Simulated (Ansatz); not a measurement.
FH$_{2}$NO$_{2}$W (`[NH2][W](=[O])(=[O])[F]`). Total charge 0; spin multiplicity 1. W: def2 effective core potential. All single points use the PBE0-D4/def2-TZVP geometry. It is one conformer, not always the lowest.

```xyz
7

N     1.062    0.525    0.099
W    -0.654   -0.346   -0.034
O    -1.856    0.853    0.095
O    -0.735   -1.103   -1.557
F    -0.873   -1.613    1.318
H     1.194    1.427    0.533
H     1.863    0.258   -0.454
```

What is the dipole moment at B3LYP/def2-TZVPP? (Best estimate.)

Ansatz gave: 4.13 D, with components (3.78, 1.30, 1.03) D in this frame, pointing from negative to positive charge.

And with PBE, r2SCAN, ωB97M-V? (Estimate.)

The calculation gave: PBE 3.98 D, r2SCAN 4.08 D, ωB97M-V 4.11 D.

Give the Mulliken charges with B3LYP, r2SCAN, PBE in def2-TZVPP. (Estimate.)

Computed: 
```tsv
atom	B3LYP	r2SCAN	PBE
N1	-0.46	-0.51	-0.44
W2	1.26	1.28	1.06
O3	-0.42	-0.42	-0.36
O4	-0.42	-0.42	-0.36
F5	-0.33	-0.33	-0.28
H6	0.18	0.20	0.19
H7	0.18	0.20	0.19
```

B3LYP here is the variant with VWN-RPA as its local correlation; programs differ in this.
